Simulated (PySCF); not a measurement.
# Structure revision by computed shifts

A compound C$_{5}$H$_{8}$O$_{3}$Si gives the data below (simulated from a calculation) and was assigned the structure `COc1occc1[SiH2]O`.

13C{1H} NMR (computed): δ 156.3 (C), 81.5 (CH), 80.2 (C), 53.1 (CH3), -0.7 (CH3).

1H NMR (400 MHz, computed): δ 5.27 (q, 1H), 3.96 (s, 3H), 2.26 (s, 1H), 0.36 (d, 3H).

Equivalent nuclei averaged, one conformer, no relativistic terms, no solvent. Geometry from GFN2-xTB; shieldings: GIAO PBE0/pcSseg-1; PySCF 2.14.0 with density-fitted response routines.

δ = σ(ref) − σ, references computed at the same level: 1H (σ = 31.72 ppm) and 13C (σ = 186.93 ppm) vs TMS.

(1) Compare with the shifts computed for the proposed structure, pairing carbons in order of shift.

(2) Which isomer fits?

## Answers

(1) Atoms are numbered as in `[CH3:1][O:2][c:3]1[o:4][cH:5][cH:6][c:7]1[SiH2:8][OH:9]` (H(Xn): hydrogen on atom n).

| atom | computed for proposal | given list | difference |
| --- | --- | --- | --- |
| C3 | 171.8 | 156.3 | +15.5 |
| C5 | 137.4 | 81.5 | +55.9 |
| C6 | 121.3 | 80.2 | +41.1 |
| C7 | 90.4 | 53.1 | +37.3 |
| C1 | 56.4 | -0.7 | +57.1 |

The rms difference is 44.1 ppm and the largest +57.1 ppm at C1 (methyl carbon bonded to O). The carbon types in order of shift don't match either: C, CH, CH, C, CH3 for the proposal against C, CH, C, CH3, CH3 in the data. The proposal doesn't fit.

(2) SMILES C#CC(=O)O[Si@H](C)OC.

Carbon types of the structure: 2 × C, 1 × CH, 2 × CH3, leaving 1 H on heteroatoms. δC 156.3: carbonyl carbon. δC 81.5: terminal alkyne carbon; the triple bond shields along its axis, which puts it between sp3 and sp2 carbons. δC 80.2: alkyne carbon; the triple bond shields along its axis, which puts it between sp3 and sp2 carbons. δC -0.7: methyl carbon bonded to Si; an electropositive neighbour leaves it electron-rich and shielded.

Other isomers checked: C[Si](O)(O)c1ccco1 (rms 46.9 ppm); CO[SiH2]Oc1ccoc1 (rms 50.5 ppm).

The shifts were computed for this structure.

Shifts are as computed. Against solution values, carbons near 30 ppm lie about +3 ppm off and those near 130 ppm about +5 ppm. Of 1309 compounds with measured shifts, 239 miss one by over three times the rms of a fit or turn the order of signals round; such compounds aren't used in these exercises. No couplings were computed; multiplicities are counted from neighbouring protons, with m where these are inequivalent, close in shift, in a saturated or five-membered ring or joined by F or P, and br s for small geminal =CH2 splittings.
